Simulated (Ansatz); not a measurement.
Reaction (ligand exchange at a Mo–C bond): `[CH3][Mo]([NH2])(=[O])=[S]` + H–F → `[NH2][Mo](=[O])([F])=[S]` + CH₄

Computed with Ansatz on PBE0-D4/def2-TZVP structures; ΔE is electronic, products minus reactants. CCSD(T)/CBS adds triple-zeta CCSD(T) − MP2 to the extrapolated MP2 energy (def2 sets, frozen cores). This one scheme is used for every species. DFT in def2-TZVPP. Elements past krypton have def2 core potentials. For Mo outer-core shells are correlated without core-valence functions, which leaves a few kJ/mol of doubt a bond. Each species was taken in one conformer, which may not be the lowest.

`[CH3][Mo]([NH2])(=[O])=[S]`:

```xyz
10

C    -1.061   -0.340    1.079
Mo   -0.116   -0.007   -0.770
N     1.724    0.363   -0.399
O    -0.324   -1.426   -1.627
S    -1.117    1.647   -1.628
H    -0.979    0.550    1.706
H    -0.575   -1.188    1.569
H    -2.115   -0.572    0.915
H     2.107    1.295   -0.328
H     2.456   -0.324   -0.516
```

H–F:

Cartesian coordinates in Å:
```
F 0.124 -0.149 0.417
H -0.124 0.149 -0.417
```

`[NH2][Mo](=[O])([F])=[S]`:

Z-matrix (Å, degrees):
```
Mo
O 1 1.667
F 1 1.849 2 110.3
N 1 1.906 2 107.4 3 120.2
S 1 2.109 2 110.7 3 -122.2
H 4 1.010 1 122.0 2 -19.2
H 4 1.010 1 124.5 2 145.8
```

CH₄:

Z-matrix (Å, degrees):
```
C
H 1 1.090
H 1 1.090 2 109.5
H 1 1.090 2 109.5 3 -120.0
H 1 1.090 2 109.5 3 120.0
```

```csv
species,r2SCAN0 energy (Eh)
`[CH3][Mo]([NH2])(=[O])=[S]`,-637.53493
H–F,-100.43389
`[NH2][Mo](=[O])([F])=[S]`,-697.52160
CH₄,-40.49834
```

Problem. Work out ΔE.

Solution. ΔE = (-697.52160) + (-40.49834) − (-637.53493) − (-100.43389) = -0.05112 Eh = -134.2 kJ/mol. CCSD(T)/CBS gives -115.5 kJ/mol.

Largest T1 diagnostic among the species: 0.025, so the coupled-cluster value is less sure than usual.

From BLYP to BHLYP (50 % exact exchange), in def2-TZVPP and without D4, ΔE moves by +16.7 kJ/mol. The D4 term adds +8.1 kJ/mol with B3LYP and +4.6 kJ/mol with PBE0; it sums over pairs of atoms, weighted by their polarisabilities, and B3LYP, whose exchange is more repulsive, gets the larger term.

B3LYP here is the variant with VWN-RPA as its local correlation; programs differ in this.
